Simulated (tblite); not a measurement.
Species: C₃H₇FOSi.
Cartesian coordinates in Å at the GFN2-xTB level; atoms count from 1:
```
atom  x, y, z in Å
F1    -2.826   -1.345   -0.905
C2    -1.939   -0.296   -0.798
C3    -1.369   -0.230    0.581
C4    -0.098    0.059    0.829
O5     0.781    0.348   -0.146
Si6    2.410    0.397   -0.181
H7    -1.155   -0.455   -1.544
H8    -2.509    0.610   -1.041
H9    -2.046   -0.441    1.392
H10    0.283    0.097    1.843
H11    2.919    1.246    0.899
H12    2.586    0.961   -1.508
H13    2.957   -0.952   -0.024
```

Method: GFN2-xTB as coded in tblite; computed harmonic values from a numerical Hessian at the method's own geometry, unscaled. The method is semi-empirical: single wavenumbers can be off by several per cent or more. Modes of hydrogen on silicon can be 10 to 20 % off. One conformer, not necessarily the lowest.

Harmonic wavenumbers (cm⁻¹): 29.5, 53.1, 99.3, 130.2, 219.4, 304.8, 466.9, 591.2, 597.7, 630.8, 743.6, 769.4, 798.3, 808.9, 829.4, 877.4, 969.4, 1024.6, 1070.4, 1143.0, 1198.4, 1249.7, 1303.6, 1353.0, 1430.0, 1709.5, 2240.7, 2269.2, 2361.2, 2904.7, 2956.6, 3026.5, 3120.4.

A = 9419, B = 1065, C = 997.6 MHz; mass 106.025 u (most abundant isotopes); point group C1, symmetry number 1.

Q: Zero-point energy?

A: Half the sum of the wavenumbers: 19640 cm⁻¹ = 56.16 kcal/mol.

Q: Give the ideal-gas entropy at 500 K and 1 bar in the rigid-rotor, harmonic-oscillator model (classical rotation).

A: Translation 42.49, rotation 29.41, vibration 38.41: S = 110.3 cal/(mol K).

Q: And Cp and H(500 K) − H(0)?

A: Cp = 41.95 cal/(mol K), of which vibrations give 34.00 (their classical limit is 33 R = 65.6); H(500 K) − H(0) = 13.08 kcal/mol without the zero-point energy, 9.11 from vibrations.

Q: How do the functions run with temperature in this model?

A: 
```csv
T (K),S (cal/(mol K)),Cp (cal/(mol K)),H − H(0) (kcal/mol),G − H(0) (kcal/mol),ln q(vib)
150,75.6,19.3,2.18,-9.16,3.35
250,87.0,26.1,4.44,-17.30,5.42
298.15,91.9,29.6,5.78,-21.61,6.36
400,101.6,36.4,9.16,-31.47,8.30
600,118.4,46.4,17.51,-53.50,11.97
900,139.1,55.7,32.96,-92.24,17.05
```

q(vib) and H(0) count from the zero-point level.

Q: What must be added to the electronic energy to get the Gibbs energy at 500 K and 1 bar?

A: ZPE + [H(500 K) − H(0)] − T·S = 56.16 + 13.08 − 55.15 = 14.09 kcal/mol.

Hindered rotation and anharmonicity are outside this model. Other conformers, if any are populated, would add a mixing term that is left out. The structure is chiral; the term R ln 2 for an equal mix with its mirror image is left out.
